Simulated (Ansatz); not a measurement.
```yaml
crystal:
  periodic: [false, false, false]
  atoms:
    - {symbol: F, position_ang: [-0.602755, -1.051512, 1.673290]}
    - {symbol: C, position_ang: [0.106383, -1.138839, 0.528731]}
    - {symbol: h, position_ang: [2.106674, -0.222542, 0.926044]}
    - {symbol: C, position_ang: [-0.507601, -0.355630, -0.578412]}
    - {symbol: Ga, position_ang: [0.006201, 1.573439, -0.295630]}
    - {symbol: H, position_ang: [0.355324, -2.185215, 0.350798]}
    - {symbol: H, position_ang: [-0.084475, -0.690687, -1.527708]}
    - {symbol: H, position_ang: [-1.583846, -0.554434, -0.586095]}
    - {symbol: H, position_ang: [-0.511623, 2.306725, 0.987867]}
    - {symbol: H, position_ang: [0.715718, 2.318705, -1.478884]}
basis:
  gaussian: {orbitals: x2c-TZVPPall}
hamiltonian: {xc: {name: wB97X-V}}
```

```sh
$ ansatz run in.yaml --threads 2 --pin off --events-out ev --progress --plain --max-ram 22528MiB --backend cpu
```

Output, abridged:

```
Error: YAML parse error: error: line 6 column 16: `h` is not an element symbol (H … Og, case-exact)
 --> <input>:6:16
4 |     - {symbol: F, position_ang: [-0.602755, -1.051512, 1.673290]}
5 |     - {symbol: C, position_ang: [0.106383, -1.138839, 0.528731]}
6 |     - {symbol: h, position_ang: [2.106674, -0.222542, 0.926044]}
7 |     - {symbol: C, position_ang: [-0.507601, -0.355630, -0.578412]}
8 |     - {symbol: Ga, position_ang: [0.006201, 1.573439, -0.295630]}
```

**Question.** What is wrong with this run?

**Answer.** An element symbol is wrong. The input was rejected before any iteration.
